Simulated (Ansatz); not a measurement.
`CO[SiH2]N[SiH2]O` and `N[SiH2]N[SiH2]O` differ in one atom or group.

Ansatz, PBE0-D4/def2-TZVP geometries, multiplicity 1. Each molecule was computed in one conformer, which needn't be the lowest.

```tsv
property	`CO[SiH2]N[SiH2]O`
HOMO energy (PBE0/def2-TZVPP) / eV	-7.74
HOMO energy (ωB97M-V/def2-TZVPP) / eV	-10.04
HOMO–LUMO gap (PBE/def2-TZVPP) / eV	5.99
size of the dipole moment (ωB97M-V/def2-TZVPP) / D	2.93
HOMO–LUMO gap (ωB97M-V/def2-TZVPP) / eV	12.10
size of the dipole moment (PBE/def2-TZVPP) / D	2.78
```

(1) What does the change do to each property? (Best estimate.)

Results:

(1) The calculation gave: 
| property | `N[SiH2]N[SiH2]O` | shift |
| --- | --- | --- |
| HOMO energy (PBE0/def2-TZVPP) / eV | -7.45 | 0.29 |
| HOMO energy (ωB97M-V/def2-TZVPP) / eV | -9.79 | 0.25 |
| HOMO–LUMO gap (PBE/def2-TZVPP) / eV | 5.68 | -0.31 |
| size of the dipole moment (ωB97M-V/def2-TZVPP) / D | 2.59 | -0.34 |
| HOMO–LUMO gap (ωB97M-V/def2-TZVPP) / eV | 11.66 | -0.44 |
| size of the dipole moment (PBE/def2-TZVPP) / D | 2.59 | -0.19 |

With PBE0 the HOMO rises by 0.29 eV and the LUMO falls by 0.05 eV, so the gap narrows by about 0.34 eV. PBE moves the HOMO by 0.32 eV and ωB97M-V by 0.25 eV. Dipoles are sizes alone; their direction can turn.
